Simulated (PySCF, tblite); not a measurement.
Energy landscape of H2Te, singlet: symmetric bend, bond length relaxed. Scanned: H-Te-H angle. Other coordinates (Te-H bond length) were minimised at B3LYP/def2-TZVP.

Cartesian coordinates as functions of the variables (Å; names that start with a are angles):
```
Te  0  0  0
H  r*sin(a/2)  0  r*cos(a/2)
H  -r*sin(a/2)  0  r*cos(a/2)
```

- GFN2-xTB, 300 K electronic temperature (tblite)
- PBE/def2-TZVP, def2 effective core potentials past Kr (PySCF)
- CAM-B3LYP/def2-TZVP, def2 effective core potentials past Kr (PySCF)
- CCSD on RHF/def2-TZVP, 4 core orbitals frozen, def2 effective core potentials past Kr (PySCF)
- MP2 on RHF/def2-TZVP, 4 core orbitals frozen, def2 effective core potentials past Kr (PySCF)
- CCSD(T) on RHF/def2-TZVP, 4 core orbitals frozen, def2 effective core potentials past Kr (PySCF)

Energies in kJ/mol, each method relative to its own lowest point.

```tsv
a / °	GFN2-xTB	PBE	CAM-B3LYP	CCSD	MP2	CCSD(T)
180	435.5	—	—	—	319.1	—
172	344.5	306.1	323.3	317.3	308.1	311.2
164	267.8	261.9	277.3	271.9	272.8	266.2
156	214.2	213.7	226.2	222.6	225.9	218.1
148	169.0	168.3	177.7	175.6	179.1	172.4
140	129.4	127.3	133.8	132.7	135.7	130.6
132	94.7	91.3	95.4	94.9	97.3	93.6
124	64.9	60.8	62.9	62.8	64.6	62.1
116	40.2	36.1	36.8	36.9	38.1	36.7
108	20.9	17.5	17.4	17.5	18.3	17.5
100	7.3	5.4	5.0	5.1	5.5	5.2
92	0.1	0.0	0.0	0.0	0.0	0.0
84	0.0	1.5	2.7	2.7	2.3	2.4
76	8.2	10.3	13.5	13.5	12.5	12.7
68	26.2	26.3	32.5	32.5	30.5	31.0
60	55.4	49.1	58.8	59.0	55.0	56.4
```

A dash means that the run gave no value there, or that the column was ended at a point which the program doubted or which failed a test of continuity chosen for this set; such a test can also cut sound points.
